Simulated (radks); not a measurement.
Species: Pm V. Configuration: [Xe] 4f3. All-electron calculation, scalar-relativistic Kohn-Sham, LDA (Slater exchange, Perdew-Wang correlation), spin-polarised, spherical densities, finite nucleus; open shells are filled with parallel spins first (spin-orbit coupling, left out, can overturn this in heavy ions); Fermi nuclear charge, rms radius 4.962 fm. Program: a radial shooting solver on a logarithmic mesh with Libxc functionals.

Unscreened Slater integrals over Kohn-Sham orbitals (eV). They are taken over the spin-up orbitals.

integral    value
F0(4f,4f)  28.932
F2(4f,4f)  13.871
F4(4f,4f)  8.7249
F6(4f,4f)  6.2829
F0(4f,5p)  18.904
F2(4f,5p)  6.7709
G2(4f,5p)  3.4204
G4(4f,5p)  2.6988
F0(4f,5s)  20.793
G3(4f,5s)  3.9457
F0(4f,4d)  31.941
F2(4f,4d)  15.407
F4(4f,4d)  9.8552
G1(4f,4d)  18.182
G3(4f,4d)  11.428
G5(4f,4d)  8.0834
F0(5p,5p)  15.856
F2(5p,5p)  8.5998
F0(5p,5s)  16.770
G1(5p,5s)  11.323
F0(5p,4d)  19.692
F2(5p,4d)  5.8052
G1(5p,4d)  1.6515
G3(5p,4d)  1.6211
F0(5s,5s)  17.922
F0(5s,4d)  21.836
G2(5s,4d)  2.4103
F0(4d,4d)  36.029
F2(4d,4d)  18.331
F4(4d,4d)  12.271

Derived for the open shells (J is the average intra-shell exchange parameter used in DFT+U). 4f: F4/F2 = 0.629, F6/F2 = 0.453, J = (286 F2 + 195 F4 + 250 F6)/6435 = 1.125 eV.
